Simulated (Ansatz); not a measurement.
Molecule: C2H6AlCl, charge 0, multiplicity 1. 
Coordinates optimised at B3LYP-D3(BJ)/def2-TZVP (Ansatz, a first-principles code):
```xyz
10

C      1.5824    -1.4223     0.3588
Al    -0.0440    -0.3748     0.1496
C     -1.8580    -0.9283     0.5844
Cl     0.1857     1.5840    -0.6352
H      1.3887    -2.4255     0.7439
H      2.1059    -1.5198    -0.5964
H      2.2761    -0.9252     1.0428
H     -2.3000    -0.2565     1.3256
H     -1.9032    -1.9452     0.9793
H     -2.4995    -0.8787    -0.3000
```

Basis-set convergence of Hartree-Fock and CCSD correlation energies (hartree) with Ansatz. Correlated levels leave the core frozen unless marked. No spin-orbit coupling. No relativistic terms.

```json
[
 {"basis": "cc-pV(D+d)Z", "functions": "104", "E(HF)": "-780.75085", "E(corr, CCSD)": "-0.54595"},
 {"basis": "cc-pV(T+d)Z", "functions": "222", "E(HF)": "-780.80262", "E(corr, CCSD)": "-0.67499"},
 {"basis": "cc-pV(Q+d)Z", "functions": "418", "E(HF)": "-780.81370", "E(corr, CCSD)": "-0.71622"}
]
```

Extrapolating the two largest sets (X = 3 and 4) as X^-3: E(corr) = (64·(-0.71622) - 27·(-0.67499))/37 = -0.7463 Eh, an estimate of the basis-set limit. The largest set recovers 96.0 % of it, the smallest 73.2 %.
